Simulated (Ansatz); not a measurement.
Reaction (substitution at a C–O bond): `CCOC` + `[OH][Ti]([F])([F])[F]` → `CC[O][Ti]([F])([F])[F]` + CH₃OH

Isolated molecules relaxed with PBE0-D4/def2-TZVP in Ansatz; ΔE leaves out vibrations. CBS: MP2 limit from def2 TZ/QZ plus the TZ coupled-cluster correction, frozen cores. This one scheme is used for every species. DFT in def2-TZVPP. B3LYP here is the variant with VWN-RPA as its local correlation; programs differ in this. HSE06 is defined as in plane-wave codes. For Ti outer-core shells are correlated without core-valence functions, which leaves a few kJ/mol of doubt a bond. Scalar relativity is left out up to krypton. Each species was taken in one conformer, which may not be the lowest.

**Question.** Is it downhill or uphill in electronic energy at CCSD(T)/CBS, and by how much? (An estimate is asked.)

**Answer.** Computed: Downhill: ΔE = -1.4 kcal/mol.

**Question.** What do these levels give: PBE-D4, HSE06-D4, PBE-QIDH, r2SCAN, B3LYP, HSE06, HF/def2-SVP, CCSD/def2-TZVPP, CCSD(T)/def2-TZVPP, HF/def2-QZVPP, MP2/def2-QZVPP, MP2/CBS(def2)? (An estimate is asked.)

**Answer.** Computed: PBE-D4 -1.0, HSE06-D4 -0.8, PBE-QIDH -1.0, r2SCAN -0.4, B3LYP -1.1, HSE06 -0.6, HF/def2-SVP -2.8, CCSD/def2-TZVPP -0.9, CCSD(T)/def2-TZVPP -1.4, HF/def2-QZVPP -0.6, MP2/def2-QZVPP -1.6, MP2/CBS(def2) -1.5 kcal/mol.

Largest T1 diagnostic among the species: 0.023, so the coupled-cluster value is less sure than usual.

At CCSD(T), def2-SVP lies −1.6 kcal/mol from the extrapolated value and def2-TZVPP −0.0 kcal/mol. In def2-TZVPP, CCSD(T) changes the Hartree–Fock value by −0.8 kcal/mol (the triples alone add −0.5 kcal/mol) and MP2 by −1.0 kcal/mol. Leaving LDA and LC-ωPBE aside and taking each functional with its dispersion term where it has one, the values, not all of them listed here, spread over 1.7 kcal/mol, from BLYP-D4 to ωB97M-V. LDA lies +0.9 kcal/mol from PBE without D4.
